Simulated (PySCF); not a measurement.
Ligands exchanged one at a time, Al NH2-H. Isolated molecules, 0 K electronic values unless said otherwise. Strings in code marks are SMILES.

The S1–T1 gap (TDA) from two functionals at the same geometries (r2SCAN-D4/def2-TZVP), both in PySCF: PBE-D3(BJ)/def2-TZVP and r2SCAN-D4/def2-TZVP. Excitations are Tamm–Dancoff values on a coarser integration grid. The basis has no diffuse functions, so Rydberg states are missing or too high.

```
species                                             r2SCAN-D4/def2-TZVP (eV)
--------------------------------------------------  ------------------------
0 of 3 NH2 replaced by H (`[NH2][Al]([NH2])[NH2]`)                      0.35
1 of 3 NH2 replaced by H (`[NH2][AlH][NH2]`)                            0.67
2 of 3 NH2 replaced by H (`[NH2][AlH2]`)                                1.38
```

What does PBE-D3(BJ)/def2-TZVP give for each?


- 0 of 3 NH2 replaced by H (`[NH2][Al]([NH2])[NH2]`): 0.23
- 1 of 3 NH2 replaced by H (`[NH2][AlH][NH2]`): 0.36
- 2 of 3 NH2 replaced by H (`[NH2][AlH2]`): 1.32
Over these rows, drawn at random from the members with no instability flagged (it was tested for open shells, ions and some series alone), PBE minus r2SCAN-D4: mean -0.17 eV, from -0.31 eV to -0.06 eV.
